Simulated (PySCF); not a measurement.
**[HoI2]+ at several levels of theory**

Computed with PySCF 2.14.0 (density fitting, no spin-orbit coupling) at the geometry relaxed with PBE0:

```xyz
3
[HoI2]+ (singlet in the valence; each metal's 4f electrons, 10 of them, lie in its core potential, out of spins and levels)
Ho    0.0000    0.0000   -0.9533
I     2.2383    0.0000    0.5855
I    -2.2383    0.0000    0.5855
```

| level | basis | state | HOMO (eV) | gap (eV) | charge on Ho1 (e) | population of f-type functions on Ho1 (polarisation alone where 4f lies in the core) | dipole about the centre of mass (D) | largest force component (eV/Å) |
| --- | --- | --- | --- | --- | --- | --- | --- | --- |
| PBE0 | Ho lcecp-1-SVP with ECP56, I def2-SVP with ECP28 | singlet | -11.96 | 4.19 | 1.08 | 0.02 | 7.16 | 0.01 |
| PBE | the same | singlet | -10.92 | 2.49 | 0.95 | 0.02 | 6.49 | 0.25 |
| PBE0 | Ho lcecp-1-TZVP with ECP56, I def2-TZVP with ECP28 | singlet | -11.89 | 4.24 | 1.36 | 0.02 | 6.92 | 0.05 |

In the lcecp rows the 4f levels are missing from HOMO and gap, and the state counts the valence alone.

Charges are Mulliken's, which hang on the basis. The relaxation used the grid (50, 194), these runs (75, 302) or, all-electron (x2c bases, spin-free X2C Hamiltonian), (99, 590).

Question: What does revPBE with Ho lcecp-1-SVP with ECP56, I def2-SVP with ECP28 give here?

Answer: state singlet, HOMO (eV) -10.86, gap (eV) 2.55, charge on Ho1 (e) 0.98, population of f-type functions on Ho1 (polarisation alone where 4f lies in the core) 0.02, dipole about the centre of mass (D) 6.56, largest force component (eV/Å) 0.35. Time: 4.4 s on 2 threads of Intel(R) Xeon(R) 6975P-C (Granite Rapids), on a shared host, from an already converged density.

In the first row's basis the gap widens with exact exchange: 2.5 eV for PBE, revPBE (none); 4.2 eV for PBE0 (a fixed share).

An lcecp potential fixes the number of 4f electrons, so in runs with it no electron can move into or out of that shell.
